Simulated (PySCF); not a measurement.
Some computed properties have been withheld. Give your best values.

Species: C₈H₈O.
SMILES: `CC#Cc1c(CC)c1=O`

Conformer (atom-mapped SMILES and torsion angles): `[CH3:1][C:2]#[C:3][c:4]1[c:5]([CH2:6][CH3:7])[c:8]1=[O:9]`: C4–C5–C6–C7 -175°.

```tsv
property	level	value
rotational constants A, B, C of the GFN2-xTB geometry	GFN2-xTB	3.130, 0.741, 0.606 GHz
dipole moment	PBE0/def2-SVPD	5.34 D
HOMO energy	PBE0/def2-SVPD	-6.53 eV
LUMO energy	PBE0/def2-SVPD	-1.60 eV
lowest singlet excitation	TDDFT PBE0/def2-SVPD	?
strongest line among the 6 lowest singlet transitions	TDDFT PBE0/def2-SVPD	S3 at 5.01 eV (248 nm, f = 0.204)
lowest triplet excitation (Tamm–Dancoff)	TDA PBE0/def2-SVPD	3.11 eV
static isotropic polarisability	PBE0/def2-SVPD	104.7 au
electronic spatial extent ⟨r²⟩ about the centre of nuclear charge	PBE0/def2-SVPD	?
13C chemical shifts (computed TMS as zero) by class	GIAO PBE0/pcSseg-1	171.3 (1 C), 162.0 (1 C), 152.0 (1 C), 127.7 (1 C), 70.5 (1 C), 25.5 (1 C), 13.8 (1 C), 7.3 (1 C) ppm
1H chemical shifts (computed TMS as zero) by class	GIAO PBE0/pcSseg-1	?
isotropic shieldings of nuclei other than C and H, by class	GIAO PBE0/pcSseg-1	24 (1 O) ppm
```

The electronic properties come from PySCF, for the isolated species, density fitting. NMR classes are plain means over equivalent atoms (diastereotopic ones count apart unless rotation or inversion swaps them), as if these changed places fast; in this geometry the members of some classes differ.

Question: Give the lowest singlet excitation.

Answer: 3.45 eV (360 nm, f = 0.000).

Question: The 1H chemical shifts (computed TMS as zero) by class?

Answer: 2.58 (2 H), 2.50 (3 H), 1.56 (3 H) ppm.

Question: What is the electronic spatial extent ⟨r²⟩ about the centre of nuclear charge?

Answer: 1842 bohr².

The dipole equals about 17.8 × 10⁻³⁰ C·m (1 D = 3.33564 × 10⁻³⁰ C·m). With B = h/(8π²I), that is 505.379 GHz u Å² over I, the principal moments of inertia are 161.4, 682.5 and 834.2 u Å² (most abundant isotopes). The polarisability is 15.51 Å³ as a volume (1 au = 0.148185 Å³), or 1.64 au for each of the 64 electrons.

For the TDDFT job (PBE0/def2-SVPD), rough CPU time on one thread of a shared machine: about 1.8 min.

One conformer stands for the species.
